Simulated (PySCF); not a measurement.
H₅N₂NbOS, SMILES [NH2][Nb]([NH2])([OH])=[S], multiplicity 1. Atoms are numbered in the order given.

```xyz
10

Nb     0.1888     0.0164     0.0000
S     -1.9742     0.0559     0.0000
O      1.0317     1.7244     0.0000
H      0.7229     2.6382     0.0000
N      0.7837    -0.9337    -1.6283
H      0.1858    -1.4058    -2.3032
H      1.7627    -1.0590    -1.8851
N      0.7837    -0.9337     1.6283
H      0.1858    -1.4058     2.3032
H      1.7627    -1.0590     1.8851
```
Charge 0, spin multiplicity 1.

Geometry optimised at B3LYP-D3(BJ)/def2-SVP. The multiplicity is an assumed one; no other spin state was optimised. The structure was generated by enumeration; whether it is a known compound was not checked. The def2 effective core potentials stand for the cores of Nb; spin–orbit coupling is left out. The values are those of a single conformer.

All values below come from PySCF with PBE0/def2-TZVP.

ESP charges are fitted to the potential on shells at 1.4 to 2.0 van der Waals radii. Atomic charges (e):

```json
[
 {"atom": "Nb1", "Löwdin": "0.27", "Mulliken": "1.55", "ESP fit": "1.12"},
 {"atom": "S2", "Löwdin": "0.04", "Mulliken": "-0.50", "ESP fit": "-0.40"},
 {"atom": "O3", "Löwdin": "-0.32", "Mulliken": "-0.75", "ESP fit": "-0.61"},
 {"atom": "H4", "Löwdin": "0.18", "Mulliken": "0.35", "ESP fit": "0.37"},
 {"atom": "N5", "Löwdin": "-0.39", "Mulliken": "-0.85", "ESP fit": "-1.05"},
 {"atom": "H6", "Löwdin": "0.16", "Mulliken": "0.27", "ESP fit": "0.38"},
 {"atom": "H7", "Löwdin": "0.15", "Mulliken": "0.25", "ESP fit": "0.43"},
 {"atom": "N8", "Löwdin": "-0.39", "Mulliken": "-0.85", "ESP fit": "-1.05"},
 {"atom": "H9", "Löwdin": "0.16", "Mulliken": "0.27", "ESP fit": "0.38"},
 {"atom": "H10", "Löwdin": "0.15", "Mulliken": "0.25", "ESP fit": "0.43"}
]
```
